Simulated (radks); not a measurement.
Task: Valence configurations of Ta III (all share [Xe]). Method: scalar-relativistic Kohn-Sham, PBEsol, spin-polarised, spherical densities, point nucleus; open shells are filled with parallel spins first (spin-orbit coupling, left out, can overturn this in heavy ions); computed with a radial shooting solver on a logarithmic mesh with Libxc functionals. Order these by energy: 4f12 5d3 6s2; 4f14 5d1 6p2; 4f14 5d2 6p1; 4f14 5d1 6s2; 4f14 5d2.5 6p0.5; 4f13 5d3 6p1; 4f13 5d4; 4f14 5d0.5 6s0.5 6p2; 4f14 5d2 6s1; 4f14 5d3.

Result: From the lowest, in eV above it: 4f14 5d3 0.000; 4f14 5d2 6s1 0.405; 4f14 5d1 6s2 2.901; 4f14 5d2.5 6p0.5 3.320; 4f14 5d2 6p1 6.934; 4f14 5d1 6p2 15.096; 4f14 5d0.5 6s0.5 6p2 16.163; 4f13 5d4 23.950; 4f13 5d3 6p1 32.362; 4f12 5d3 6s2 63.153. NIST lists [Xe] 4f14 5d3 as the ground configuration; this level of theory agrees among the configurations tried. The energies are those of spherical high-spin densities, not of single terms.
